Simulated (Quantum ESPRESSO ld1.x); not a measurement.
Results of a calculation; reference values are marked as such.
Question: Nb II, configuration [Kr] 4d1.5 5s0.5 5p2 (fractional occupations, a model configuration). Level of theory: scalar-relativistic Kohn-Sham, LDA (Slater exchange, Perdew-Zunger correlation), spin-polarised, spherical densities, point nucleus; open shells are filled with parallel spins first (ld1.x of Quantum ESPRESSO 7.5). Some entries of the table are withheld. Estimate them.

| orbital | occ. | eigenvalue (eV) | <1/r> (bohr^-1) |
|---|---|---|---|
| 1s up | 1 | -18799.0 | 42.35 |
| 1s down | 1 | -18798.9 | 42.35 |
| 2s up | 1 | -2645.54 | 9.514 |
| 2s down | 1 | -2645.33 | 9.514 |
| 2p up | 3 | -2365.91 | 9.267 |
| 2p down | 3 | -2365.74 | 9.268 |
| 3s up | 1 | -455.407 | 3.248 |
| 3s down | 1 | -455.228 | 3.248 |
| 3p up | 3 | -364.040 | 3.089 |
| 3p down | 3 | -363.845 | 3.089 |
| 3d up | 5 | -214.230 | 2.855 |
| 3d down | 5 | -213.987 | 2.855 |
| 4s up | 1 | -75.5786 | 1.189 |
| 4s down | 1 | -74.4920 | 1.193 |
| 4p up | 3 | -51.3121 | 1.054 |
| 4p down | 3 | -50.1082 | 1.060 |
| 4d up | 1.5 | (1) | 0.7463 |
| 4d down | 0 | (2) | 0.7620 |
| 5s up | 0.5 | -14.3198 | (3) |
| 5s down | 0 | -11.9970 | (4) |
| 5p up | 2 | -9.4292 | 0.3580 |
| 5p down | 0 | -7.2945 | 0.3392 |

Answer: 
(1) 4d up eigenvalue (eV): -17.6611
(2) 4d down eigenvalue (eV): -16.0282
(3) 5s up <1/r> (bohr^-1): 0.4327
(4) 5s down <1/r> (bohr^-1): 0.4305
